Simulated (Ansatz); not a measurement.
`C[N](C)[SbH2]`. Total charge 0; spin multiplicity 1. Correlated methods include outer-core shells of Sb, which these sets cover unevenly. Sb takes the def2 core potential.

```json
{"atom": "C1", "x (Å)": "-1.0903", "y (Å)": "-0.4075", "z (Å)": "0.7583"}
{"atom": "N2", "x (Å)": "0.1875", "y (Å)": "-0.0281", "z (Å)": "0.1989"}
{"atom": "C3", "x (Å)": "0.5769", "y (Å)": "-0.9058", "z (Å)": "-0.8818"}
{"atom": "Sb4", "x (Å)": "0.2793", "y (Å)": "1.9657", "z (Å)": "-0.3136"}
{"atom": "H5", "x (Å)": "-1.0283", "y (Å)": "-1.4349", "z (Å)": "1.1381"}
{"atom": "H6", "x (Å)": "-1.9294", "y (Å)": "-0.3777", "z (Å)": "0.0407"}
{"atom": "H7", "x (Å)": "-1.3437", "y (Å)": "0.2383", "z (Å)": "1.6035"}
{"atom": "H8", "x (Å)": "1.5658", "y (Å)": "-0.6311", "z (Å)": "-1.2589"}
{"atom": "H9", "x (Å)": "0.6435", "y (Å)": "-1.9344", "z (Å)": "-0.5064"}
{"atom": "H10", "x (Å)": "-0.1242", "y (Å)": "-0.9173", "z (Å)": "-1.7352"}
{"atom": "H11", "x (Å)": "0.2709", "y (Å)": "2.4732", "z (Å)": "1.3230"}
{"atom": "H12", "x (Å)": "1.9920", "y (Å)": "1.9596", "z (Å)": "-0.3669"}
```

Question: Give the diagnostics of a CCSD(T)/def2-TZVPP run (frozen core, Ansatz). (Estimate.)

Answer: Computed: T1 = 0.0128, largest single amplitude 0.024, largest double 0.037, (T) share of the correlation energy 3.5 %, 10 CCSD cycles. The RHF solution is stable towards an unrestricted one. T1 lies under the customary mark of 0.02 for closed shells.
